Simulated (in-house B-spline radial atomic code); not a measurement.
# CAM-B3LYP excitations of the cadmium ion Cd²⁺

Method: CAM-B3LYP. Computed with an all-electron radial atomic-structure program (B-spline basis): linear response of the closed shell [Kr] 4d10 with the functional's adiabatic kernel; non-relativistic, point nucleus, no spin-orbit coupling, no double excitations, S, P, D and F terms only; shells from n = 2 respond. Only terms of natural parity with L up to 3 were computed.

Without relativity these are model numbers for so heavy an element.

Command:
```bash
python run_td.py task.json out
```
Settings (radii: box in bohr, nucleus in fm):
```
Z                        48
electrons                46
configuration            [Kr] 4d10
hamiltonian              nr
method                   camb3lyp
box_radius               29.48
intervals                57
```

Run time, properties included: 5.8 s on 1 thread of Arm Neoverse N1, with other jobs on the host.

The lowest states, in the order of their Tamm-Dancoff energies; the method's threshold (minus the highest occupied level) is 34.62 eV. Labels give the largest channel, * marks a mixed state, and oscillator strengths are full-response dipole values. Semilocal kernels can invert the small singlet-triplet splittings of Rydberg terms. Energies in eV:

```json
{"state": "4d → 5s 3D", "full response": "?", "Tamm-Dancoff": "?", "oscillator strength": "-"}
{"state": "4d → 5s 1D", "full response": "11.159", "Tamm-Dancoff": "11.176", "oscillator strength": "-"}
{"state": "4d → 5p 3P", "full response": "16.420", "Tamm-Dancoff": "16.439", "oscillator strength": "-"}
{"state": "4d → 5p 3F", "full response": "?", "Tamm-Dancoff": "?", "oscillator strength": "-"}
{"state": "4d → 5p 1F", "full response": "16.868", "Tamm-Dancoff": "16.869", "oscillator strength": "-"}
{"state": "4d → 5p 1P", "full response": "17.516", "Tamm-Dancoff": "17.591", "oscillator strength": "0.68"}
{"state": "4d → 5d 3S", "full response": "24.120", "Tamm-Dancoff": "24.131", "oscillator strength": "-"}
```

Where does 4d → 5p 3F lie?

At 16.564 eV in full response, 16.577 eV in Tamm-Dancoff.

Where does 4d → 5s 3D lie?

At 10.556 eV in full response, 10.572 eV in Tamm-Dancoff.

How large is the singlet-triplet splitting of 4d → 5s (D terms) in Tamm-Dancoff?

0.604 eV, from the unrounded values.

What polarisabilities and dispersion coefficient does the method give?

Dipole 5.208 bohr³, quadrupole 19.23 bohr⁵, C6 26.14 hartree·bohr⁶ for two such species.
